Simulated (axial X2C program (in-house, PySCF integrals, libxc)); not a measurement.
**How the levels of HfI (d1 s2 p(π)0 orbitals) move with the bond length**

Calculated with an axial X2C code built on PySCF integrals: two-component X2C with atomic mean-field Coulomb and Gaunt terms, basis Hf dyall-v3z, I dyall-v3z (cores contracted in-house). Orbitals come from Hartree–Fock averaged over the configuration Hf d1 s2 p(π)0; CI then distributes these electrons over the d, s, p(π) shells of Hf.

At R = 2.793 Å:

| Ω | energy (cm⁻¹) | g∥ | μ (D) | configuration |
| --- | --- | --- | --- | --- |
| 3/2 | 0 | 2.15 | -2.66 | 89% d1 s2 |
| 1/2 | 2275 | 0.25 | -2.05 | 87% d1 s2 + 6% d2 s1 |
| 5/2 | 2524 | 6.00 | -2.65 | 88% d1 s2 + 6% d2 s1 |
| 3/2 | 4416 | 3.85 | -2.38 | 86% d1 s2 + 7% d2 s1 |
| 1/2 | 6385 | 1.74 | -1.43 | 84% d1 s2 + 10% d2 s1 |
| 3/2 | 10051 | 0.37 | -0.46 | 92% d2 s1 + 6% d1 s1 p(π)1 |
| 5/2 | 10960 | 4.41 | -0.54 | 94% d2 s1 |
| 1/2 | 11197 | 0.43 | -0.45 | 94% d2 s1 |
| 3/2 | 11786 | 3.78 | -0.48 | 94% d2 s1 |
| 1/2 | 12124 | 1.18 | -0.51 | 95% d2 s1 |
| 7/2 | 12145 | 8.23 | -0.69 | 94% d2 s1 |
| 5/2 | 12921 | 6.89 | -0.46 | 96% d2 s1 |
| 9/2 | 13500 | 11.96 | -0.95 | 94% d2 s1 |
| 7/2 | 14614 | 9.70 | -0.48 | 98% d2 s1 |

g∥ is the magnitude of 2⟨Lz + ge Sz⟩ for the +Ω component. μ is positive if the I end is positive. The lowest 14 levels at most are listed.

At R = 2.597 Å:

```tsv
Ω	energy (cm⁻¹)	g∥	μ (D)	configuration
3/2	0	2.13	-1.89	93% d1 s2
5/2	2476	6.00	-1.91	93% d1 s2
1/2	2569	0.24	-1.40	93% d1 s2
3/2	4796	3.87	-1.81	92% d1 s2
1/2	6778	1.74	-0.53	92% d1 s2
1/2	22228	0.05	-3.34	75% s2 p(π)1 + 11% d2 s1
3/2	22963	0.35	-0.93	88% d2 s1 + 11% d1 s1 p(π)1
5/2	24008	4.40	-0.98	90% d2 s1 + 9% d1 s1 p(π)1
3/2	24621	3.75	-2.11	48% d2 s1 + 39% s2 p(π)1
1/2	24857	0.44	-1.08	90% d2 s1
7/2	25303	8.26	-1.10	91% d2 s1 + 8% d1 s1 p(π)1
```

The lowest level lies 1639 cm⁻¹ above the lowest at the first distance.

How does the gap from the lowest to the fifth level change between the two distances?

From 6385 to 6778 cm⁻¹, a factor of 1.06.

Dynamic correlation is missing, so gaps between terms are too wide and other configurations may lie lower; the lowest level listed is that of this model, not necessarily the ground state. For d shells the ligand-field splittings (σ, π, δ) and their order can be off by a thousand cm⁻¹ or more. At most 4 roots were kept for each Ω > 0 (twice that for Ω = 0) within 3.2 eV of the lowest, so higher up levels can be missing between those listed; levels with Ω > 0 are doubly degenerate and listed once, Ω = 0 levels singly. Some active spinors are only partly of the character that their shell is named for, so the shell names and counts are nominal. States that fill the shells left empty in the average are placed too high.
